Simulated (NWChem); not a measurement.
Species: stibine (SbH3); SMILES [SbH3]

Results from NWChem. def2 effective core potentials on Sb; no spin-orbit coupling. B3LYP is NWChem's, with the RPA form of VWN correlation. Each level has its own optimisation; frequencies are unscaled.

```
level                                 r H–Sb (Å)  highest harmonic frequency (cm⁻¹)  lowest (cm⁻¹)  zero-point energy (kcal/mol)
------------------------------------  ----------  ---------------------------------  -------------  ----------------------------
CAM-B3LYP/def2-SVP                         1.712                               1982            832                          12.2
LDA (Slater exchange, VWN5)/def2-SVP       1.726                               1911            769                          11.6
B3LYP/def2-TZVP                            1.715                               1935            812                          11.9
BLYP/def2-SVP                              1.742                               1846            795                          11.4
PBE0-D3(BJ)/def2-TZVP                      1.708                               1971            805                          12.0
```
